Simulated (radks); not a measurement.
The numbers below are computed, except where a source is named.
The bromine ion Br2+, configuration [Ar] 3d10 4s2 4p3.

Level of theory: scalar-relativistic Kohn-Sham, PBE, spin-polarised, spherical densities, finite nucleus; open shells are filled with parallel spins first; Fermi nuclear charge, rms radius 4.1629 fm (a radial shooting solver on a logarithmic mesh with Libxc functionals).

Energy parts (hartree):
| part | energy |
|---|---|
| total | -2605.18274 |
| kinetic | 2661.59556 |
| electron-nucleus | -6253.62671 |
| Hartree | 1078.32948 |
| exchange-correlation | -91.48108 |

Orbitals (lengths in bohr, moments of r in powers of bohr; r(90%) holds 90 % of the orbital's charge):
| orbital | occ. | eigenvalue (hartree) | r(90%) | <r^4> | <r^2> |
|---|---|---|---|---|---|
| 1s up | 1 | -490.3198 | 0.0764 | 0.00001561 | 0.002461 |
| 1s down | 1 | -490.3116 | 0.0764 | 0.00001561 | 0.002461 |
| 2s up | 1 | -64.57447 | 0.293 | 0.003102 | 0.04236 |
| 2s down | 1 | -64.57017 | 0.293 | 0.003101 | 0.04236 |
| 2p up | 3 | -57.06148 | 0.270 | 0.002250 | 0.03350 |
| 2p down | 3 | -57.05383 | 0.270 | 0.002250 | 0.03350 |
| 3s up | 1 | -9.63104 | 0.821 | 0.1945 | 0.3498 |
| 3s down | 1 | -9.62026 | 0.820 | 0.1937 | 0.3494 |
| 3p up | 3 | -7.25825 | 0.861 | 0.2358 | 0.3728 |
| 3p down | 3 | -7.24600 | 0.860 | 0.2338 | 0.3719 |
| 3d up | 5 | -3.33451 | 0.974 | 0.4073 | 0.4324 |
| 3d down | 5 | -3.31850 | 0.966 | 0.3910 | 0.4265 |
| 4s up | 1 | -1.58240 | 2.33 | 12.58 | 2.866 |
| 4s down | 1 | -1.46354 | 2.34 | 12.84 | 2.869 |
| 4p up | 3 | -1.08176 | 2.74 | 23.83 | 3.873 |
| 4p down | 0 | -0.96234 | 2.81 | 26.21 | 4.012 |

The highest occupied level is 4p up at -29.436 eV. The electron density at the nucleus is 4.5e+04 e/bohr^3 (large components only). Spin moment in Bohr magnetons: 3. The spin density at the nucleus is -1.394 e/bohr^3 (1s -0.429, 2s 0.139, 3s 0.100, 4s -1.204). For comparison, the ionisation energy in NIST's Atomic Spectra Database is 34.87 eV (measured). In exact Kohn-Sham theory the highest level is minus the ionisation energy, but local and semilocal functionals leave it too shallow, through self-interaction and a potential that decays too fast; potentials with the right tail come closer. The density falls to 0.001 e/bohr^3 at r = 3.52 bohr. Summed over all electrons, <r^2> = 24.87 bohr^2, which gives a Langevin (diamagnetic) susceptibility term of -19.7 x 10^-6 cm^3/mol.
